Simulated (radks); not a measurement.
The numbers below are computed, except where a source is named.
Species: I V. Configuration: [Kr] 4d10 5s2 5p0.75 6p0.25 (fractional occupations, a model configuration).

Code: a radial shooting solver on a logarithmic mesh with Libxc functionals. Model: non-relativistic Kohn-Sham, PBE, spin-polarised, spherical densities, point nucleus; open shells are filled with parallel spins first (spin-orbit coupling, left out, can overturn this in heavy ions); relativity is left out, which matters for an element this heavy.

Energy parts (eV):
| part | energy |
|---|---|
| total | -188198.388 |
| kinetic | 188132.480 |
| electron-nucleus | -444518.797 |
| Hartree | 72936.652 |
| exchange-correlation | -4748.723 |

Orbitals (lengths in bohr, moments of r in powers of bohr; r(90%) holds 90 % of the orbital's charge):
| orbital | occ. | eigenvalue (eV) | r(90%) | <1/r> | <r^4> |
|---|---|---|---|---|---|
| 1s up | 1 | -31694.73 | 0.0510 | 52.47 | 3.060e-06 |
| 1s down | 1 | -31694.70 | 0.0510 | 52.47 | 3.060e-06 |
| 2s up | 1 | -4814.866 | 0.190 | 12.04 | 0.0005429 |
| 2s down | 1 | -4814.849 | 0.190 | 12.04 | 0.0005429 |
| 2p up | 3 | -4527.529 | 0.170 | 12.05 | 0.0003532 |
| 2p down | 3 | -4527.497 | 0.170 | 12.05 | 0.0003532 |
| 3s up | 1 | -1006.836 | 0.480 | 4.393 | 0.02274 |
| 3s down | 1 | -1006.803 | 0.480 | 4.393 | 0.02274 |
| 3p up | 3 | -886.0220 | 0.476 | 4.319 | 0.02177 |
| 3p down | 3 | -885.9832 | 0.476 | 4.319 | 0.02177 |
| 3d up | 5 | -661.5012 | 0.453 | 4.187 | 0.01766 |
| 3d down | 5 | -661.4649 | 0.453 | 4.187 | 0.01765 |
| 4s up | 1 | -213.0520 | 1.11 | 1.795 | 0.6539 |
| 4s down | 1 | -212.9636 | 1.11 | 1.795 | 0.6527 |
| 4p up | 3 | -170.7513 | 1.17 | 1.694 | 0.8164 |
| 4p down | 3 | -170.6526 | 1.17 | 1.694 | 0.8135 |
| 4d up | 5 | -98.5421 | 1.38 | 1.458 | 1.534 |
| 4d down | 5 | -98.3862 | 1.37 | 1.460 | 1.514 |
| 5s up | 1 | -56.8070 | 2.62 | 0.7069 | 20.40 |
| 5s down | 1 | -55.8785 | 2.62 | 0.7096 | 20.30 |
| 5p up | 0.75 | -45.7670 | 2.93 | 0.6326 | 31.50 |
| 5p down | 0 | -44.7940 | 2.93 | 0.6337 | 31.51 |
| 6p up | 0.25 | -21.2437 | 5.76 | 0.3192 | 483.6 |

The highest occupied level is 6p up at -21.244 eV. The configuration is held as typed, so some empty levels lie below it. The electron density at the nucleus is 1.051e+05 e/bohr^3. Summed over all electrons, <r^2> = 33.10 bohr^2, which gives a Langevin (diamagnetic) susceptibility term of -26.2 x 10^-6 cm^3/mol. The spin density at the nucleus is -0.4483 e/bohr^3 (1s -0.0700, 2s 0.0161, 3s 0.0090, 4s 0.0019, 5s -0.4053). Spin moment in Bohr magnetons: 1. Virial ratio -V/T = 2.00035.
